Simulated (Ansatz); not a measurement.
Born–Oppenheimer molecular dynamics of a periodic cell of 17 atoms, Si16Ge (host Si, host structure diamond, interstitial Ge). It goes on from the last frame of an earlier run, with new velocities.

The calculation used DFT PBE-D3(BJ), scalar-relativistic, plane waves, PAW in Ansatz. Settings: PAW set soft_1, cutoff 420 eV, k mesh 2x2x2, fermi-dirac smearing 0.02 eV, no spin polarisation.

| Item | Value |
| --- | --- |
| ensemble | NVT, Langevin thermostat |
| time step | 3 fs |
| steps asked | 300 |
| set temperature | 1260 K |
| friction | 0.02 /fs |
| seed | 719218 |

Frames 30 fs apart, positions in Å.

Velocities at 540 fs (Å/ps):

```
Si -5.84 -3.80 -1.33
Si 3.14 8.35 5.36
Si 6.20 -0.31 -0.41
Si -1.42 -8.62 -3.59
Si 6.25 -4.83 -3.14
Si 7.51 3.64 -0.32
Si -0.69 -3.05 -7.44
Si -8.21 -7.77 4.94
Si -4.14 14.81 4.37
Si -8.58 8.98 -2.60
Si 3.10 3.19 -1.73
Si 2.26 8.67 3.51
Si -3.29 5.26 10.39
Si -1.05 -0.43 3.90
Si -2.08 0.66 -2.74
Si -0.16 3.62 4.77
Ge 2.05 -1.28 2.15
```

```xyz
17
Lattice="0.0000 5.4300 5.4300 5.4300 0.0000 5.4300 5.4300 5.4300 0.0000" Properties=species:S:1:pos:R:3 time_fs=540 energy_less_start_eV=2.424 T=938
Si -0.758 -0.172 0.151
Si 0.511 1.026 1.558
Si 2.117 2.394 -0.195
Si 3.661 3.584 1.325
Si 3.567 1.537 4.409
Si 5.084 -0.283 3.114
Si 5.055 2.561 2.867
Si 5.958 3.905 4.201
Si 1.119 1.189 4.479
Si 1.034 3.479 4.847
Si 2.121 5.037 2.941
Si 3.980 6.248 4.067
Si 3.187 3.249 6.144
Si 4.150 2.462 8.138
Si 4.858 4.801 6.048
Si 6.912 7.037 6.907
Ge 2.276 4.841 8.198
17
Lattice="0.0000 5.4300 5.4300 5.4300 0.0000 5.4300 5.4300 5.4300 0.0000" Properties=species:S:1:pos:R:3 time_fs=570 energy_less_start_eV=1.438 T=1416
Si -0.805 -0.203 0.179
Si 0.702 1.245 1.564
Si 2.262 2.413 -0.132
Si 3.409 3.534 1.341
Si 3.514 1.381 4.415
Si 5.215 -0.211 3.100
Si 5.049 2.304 2.594
Si 5.949 3.678 4.403
Si 0.988 1.353 4.542
Si 1.013 3.857 4.822
Si 2.193 5.095 2.915
Si 3.908 6.207 4.285
Si 3.085 3.270 6.310
Si 4.134 2.714 8.228
Si 4.771 4.979 6.101
Si 7.051 7.005 6.945
Ge 2.413 4.870 8.242
17
Lattice="0.0000 5.4300 5.4300 5.4300 0.0000 5.4300 5.4300 5.4300 0.0000" Properties=species:S:1:pos:R:3 time_fs=600 energy_less_start_eV=2.831 T=1091
Si -0.698 -0.021 0.434
Si 0.775 1.362 1.331
Si 2.241 2.106 -0.181
Si 3.167 3.609 1.472
Si 3.341 1.302 4.445
Si 4.823 -0.290 3.079
Si 5.101 2.268 2.645
Si 6.265 3.697 4.469
Si 0.779 1.447 4.545
Si 1.268 4.260 4.884
Si 2.260 5.050 2.954
Si 3.638 6.134 4.343
Si 2.970 3.384 6.204
Si 4.297 2.819 8.460
Si 4.731 4.977 6.145
Si 7.198 7.048 7.039
Ge 2.492 4.949 8.175
17
Lattice="0.0000 5.4300 5.4300 5.4300 0.0000 5.4300 5.4300 5.4300 0.0000" Properties=species:S:1:pos:R:3 time_fs=630 energy_less_start_eV=2.247 T=1586
Si -0.838 -0.117 0.451
Si 0.781 1.303 1.426
Si 2.159 2.245 -0.259
Si 3.362 3.497 1.542
Si 3.100 1.645 4.519
Si 4.802 -0.256 2.914
Si 4.897 2.324 2.797
Si 6.112 3.681 4.085
Si 0.549 1.545 4.474
Si 1.106 4.383 4.866
Si 2.004 5.312 2.778
Si 3.731 6.303 4.153
Si 3.002 3.442 6.005
Si 4.301 2.841 8.417
Si 4.798 4.743 5.915
Si 7.300 7.202 7.112
Ge 2.359 4.982 8.054
17
Lattice="0.0000 5.4300 5.4300 5.4300 0.0000 5.4300 5.4300 5.4300 0.0000" Properties=species:S:1:pos:R:3 time_fs=660 energy_less_start_eV=1.954 T=1541
Si -0.900 -0.144 0.441
Si 0.821 1.169 1.601
Si 2.308 2.400 -0.247
Si 3.556 3.484 1.379
Si 3.361 1.629 4.797
Si 4.979 -0.240 2.963
Si 4.850 2.071 2.772
Si 6.032 3.809 3.839
Si 0.758 1.702 4.515
Si 1.010 4.256 4.702
Si 2.006 5.171 2.841
Si 3.757 6.241 4.146
Si 2.892 3.727 5.920
Si 4.386 2.665 8.019
Si 5.008 4.726 5.664
Si 7.136 7.404 7.107
Ge 2.128 4.901 8.056
17
Lattice="0.0000 5.4300 5.4300 5.4300 0.0000 5.4300 5.4300 5.4300 0.0000" Properties=species:S:1:pos:R:3 time_fs=690 energy_less_start_eV=1.740 T=1158
Si -0.739 -0.056 0.405
Si 0.883 1.213 1.660
Si 2.314 2.322 -0.293
Si 3.620 3.512 1.282
Si 3.352 1.372 4.604
Si 4.859 -0.407 2.770
Si 4.730 2.125 2.677
Si 5.994 3.574 3.894
Si 0.958 1.855 4.552
Si 0.858 4.066 4.571
Si 2.275 5.016 2.703
Si 3.744 6.253 4.304
Si 2.879 4.073 6.045
Si 4.528 2.459 7.747
Si 4.993 4.888 5.639
Si 6.953 7.338 6.906
Ge 2.084 4.937 8.019
17
Lattice="0.0000 5.4300 5.4300 5.4300 0.0000 5.4300 5.4300 5.4300 0.0000" Properties=species:S:1:pos:R:3 time_fs=720 energy_less_start_eV=0.883 T=1295
Si -0.589 -0.068 0.158
Si 0.796 1.425 1.321
Si 2.178 2.382 -0.164
Si 3.418 3.650 1.177
Si 3.103 1.210 4.402
Si 4.600 -0.581 2.492
Si 4.548 2.274 2.987
Si 6.239 3.595 4.081
Si 0.889 1.685 4.524
Si 0.865 4.128 4.228
Si 2.326 4.996 2.661
Si 3.618 6.228 4.160
Si 2.785 4.033 5.859
Si 4.405 2.504 7.866
Si 5.092 5.106 5.558
Si 7.063 7.113 6.758
Ge 2.147 5.019 8.017
17
Lattice="0.0000 5.4300 5.4300 5.4300 0.0000 5.4300 5.4300 5.4300 0.0000" Properties=species:S:1:pos:R:3 time_fs=750 energy_less_start_eV=1.076 T=1482
Si -0.630 -0.119 0.223
Si 0.656 1.499 1.375
Si 2.383 2.224 -0.046
Si 3.608 3.672 1.349
Si 3.124 0.996 4.258
Si 4.399 -0.571 2.440
Si 4.595 2.479 3.029
Si 6.273 3.670 4.028
Si 0.657 1.730 4.767
Si 0.903 3.990 4.142
Si 2.086 5.039 2.441
Si 3.589 6.370 3.943
Si 2.730 3.515 5.461
Si 4.293 2.477 7.859
Si 5.089 5.213 5.591
Si 7.282 6.997 6.983
Ge 2.017 5.049 7.896
17
Lattice="0.0000 5.4300 5.4300 5.4300 0.0000 5.4300 5.4300 5.4300 0.0000" Properties=species:S:1:pos:R:3 time_fs=780 energy_less_start_eV=1.916 T=1266
Si -0.615 -0.103 0.141
Si 0.689 1.355 1.500
Si 2.384 2.438 0.121
Si 3.836 3.775 1.404
Si 3.073 0.883 4.143
Si 4.504 -0.481 2.372
Si 4.752 2.349 3.099
Si 6.353 3.776 4.249
Si 0.642 1.703 5.129
Si 0.575 3.820 4.353
Si 1.965 4.867 2.420
Si 3.631 6.355 3.834
Si 2.954 3.204 5.399
Si 4.235 2.570 7.490
Si 4.803 5.267 5.563
Si 7.354 7.304 6.993
Ge 1.794 5.087 7.707
17
Lattice="0.0000 5.4300 5.4300 5.4300 0.0000 5.4300 5.4300 5.4300 0.0000" Properties=species:S:1:pos:R:3 time_fs=810 energy_less_start_eV=1.873 T=1304
Si -0.771 0.042 -0.012
Si 0.658 1.474 1.086
Si 2.393 2.547 0.181
Si 3.720 3.786 1.531
Si 2.997 0.981 4.186
Si 4.466 -0.397 2.257
Si 4.872 2.137 3.078
Si 6.423 3.974 4.431
Si 0.760 1.464 5.261
Si 0.583 3.760 4.194
Si 1.808 4.991 2.562
Si 3.634 6.555 3.849
Si 3.026 3.456 4.981
Si 4.173 2.750 7.143
Si 4.590 5.016 5.473
Si 7.413 7.182 7.210
Ge 1.783 4.965 7.681
17
Lattice="0.0000 5.4300 5.4300 5.4300 0.0000 5.4300 5.4300 5.4300 0.0000" Properties=species:S:1:pos:R:3 time_fs=840 energy_less_start_eV=3.138 T=1121
Si -0.897 0.030 -0.122
Si 0.576 1.406 0.976
Si 2.573 2.311 0.221
Si 3.565 3.921 1.668
Si 2.793 1.238 4.179
Si 4.355 -0.348 2.328
Si 5.228 2.329 3.103
Si 6.510 3.982 4.299
Si 0.812 1.258 5.078
Si 0.698 3.744 4.298
Si 1.757 4.980 2.473
Si 3.404 6.602 3.968
Si 2.891 3.573 4.637
Si 4.096 2.763 7.113
Si 4.636 5.073 5.357
Si 7.392 7.237 7.580
Ge 1.853 4.938 7.642
17
Lattice="0.0000 5.4300 5.4300 5.4300 0.0000 5.4300 5.4300 5.4300 0.0000" Properties=species:S:1:pos:R:3 time_fs=870 energy_less_start_eV=2.819 T=1329
Si -0.869 -0.184 -0.122
Si 0.506 1.331 1.046
Si 2.309 2.239 0.128
Si 3.490 3.910 1.615
Si 2.821 1.169 4.086
Si 4.381 -0.056 2.179
Si 5.180 2.464 3.165
Si 6.567 3.812 4.380
Si 0.697 1.395 5.216
Si 0.408 3.675 4.370
Si 1.621 5.054 2.698
Si 3.501 6.582 3.799
Si 2.931 3.573 4.438
Si 4.206 2.829 7.113
Si 4.583 4.949 5.034
Si 7.182 7.659 7.555
Ge 1.894 5.176 7.686
```

Of the whole run (900 fs, mean temperature of the second half 1272 K): A run of 0.9 ps of so small a system gives no equilibrium averages. Limits of this set-up: coarse k mesh, a small cell, in which the defect meets its images, a typed lattice constant that wasn't relaxed here.

Run time: 16 min on 1 thread of Intel(R) Xeon(R) 6975P-C (Granite Rapids), on a shared host, peak memory 0.77 GiB.
